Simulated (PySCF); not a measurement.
**From a log to its input**

A PySCF 2.14 run on the atoms Bi 0 0 -0.2259; O 1.767 0.0956 0.8809; O -0.9663 1.4825 0.8809; O -0.8007 -1.578 0.8809; H 1.7107 -0.5664 1.5848; H -0.3649 1.7647 1.5848; H -1.3458 -1.1983 1.5848 (angstrom) printed this (some set-up lines and the per-cycle HOMO/LUMO lines with their warnings removed):

```
PySCF version 2.14.0


nuclear repulsion = 61.0923453065772
number of shells = 22
number of NR pGTOs = 77
number of NR cGTOs = 38
basis = sbkjc
ecp = {'Bi': 'sbkjc', 'O': 'sbkjc'}

******** <class 'pyscf.dft.rks.RKS'> ********
method = RKS
initial guess = minao
damping factor = 0
level_shift factor = 0
DIIS = <class 'pyscf.scf.diis.CDIIS'>
SCF conv_tol = 1e-09
SCF max_cycles = 50
XC functionals = hcth407

grids dens level: 3
Initial guess from minao.
tot grids = 95120
init E= -53.068132421499
cycle= 1 E= -53.3836321777556  delta_E= -0.315  |g|= 2.99  |ddm|= 5.16
cycle= 2 E= -51.1864162797513  delta_E=  2.2  |g|= 3.74  |ddm|= 5.65
cycle= 3 E= -55.5157630582503  delta_E= -4.33  |g|= 0.321  |ddm|= 4.01
cycle= 4 E= -55.5359116127539  delta_E= -0.0201  |g|= 0.0974  |ddm|= 0.209
cycle= 5 E= -55.538127999225  delta_E= -0.00222  |g|= 0.00855  |ddm|= 0.0956
cycle= 6 E= -55.5381609779554  delta_E= -3.3e-05  |g|= 0.00505  |ddm|= 0.0293
cycle= 7 E= -55.5381696181948  delta_E= -8.64e-06  |g|= 0.00146  |ddm|= 0.0087
cycle= 8 E= -55.5381700507706  delta_E= -4.33e-07  |g|= 0.000618  |ddm|= 0.00172
cycle= 9 E= -55.5381701534828  delta_E= -1.03e-07  |g|= 8.62e-06  |ddm|= 0.000694
cycle= 10 E= -55.538170153518  delta_E= -3.51e-11  |g|= 1.34e-06  |ddm|= 2.3e-05
Extra cycle  E= -55.5381701535164  delta_E= 1.52e-12  |g|= 2.99e-06  |ddm|= 4.79e-06
converged SCF energy = -55.5381701535164
 ** Mulliken pop  **
pop of  0 Bi 6s           1.92957
pop of  0 Bi 7s           0.10599
pop of  0 Bi 6px          0.52768
pop of  0 Bi 6py          0.52767
pop of  0 Bi 6pz          0.85118
pop of  0 Bi 7px          0.00943
pop of  0 Bi 7py          0.00944
pop of  0 Bi 7pz         -0.01840
pop of  1 O 2s            1.41629
pop of  1 O 3s            0.45998
pop of  1 O 2px           1.19645
pop of  1 O 2py           1.21109
[26 lines left out]
 ** Mulliken atomic charges  **
charge of    0Bi =      1.05743
charge of    1O =     -0.69747
charge of    2O =     -0.69747
charge of    3O =     -0.69748
charge of    4H =      0.34499
charge of    5H =      0.34499
charge of    6H =      0.34500
Dipole moment(X, Y, Z, Debye): -0.00001, -0.00034, -0.30785
orbital energies (hartree): [-0.2625 -0.2624 -0.2544 -0.083  -0.083  -0.0603]
```

Task: Write the input that gave this log.

Result: The input was:

```python
from pyscf import gto, dft

mol = gto.M(
    atom='Bi 0 0 -0.2259; O 1.767 0.0956 0.8809; O -0.9663 1.4825 0.8809; O -0.8007 -1.578 0.8809; H 1.7107 -0.5664 1.5848; H -0.3649 1.7647 1.5848; H -1.3458 -1.1983 1.5848',
    basis='sbkjc',
    ecp={'Bi': 'sbkjc', 'O': 'sbkjc'},
    charge=0,
    spin=0,
    verbose=4,
)
mf = dft.RKS(mol, xc='hcth407')
mf.kernel()
mf.mulliken_pop()
mf.dip_moment()
print('orbital energies (hartree):', mf.mo_energy[..., max(0, mol.nelec[1]-3):mol.nelec[0]+3].round(4))
```
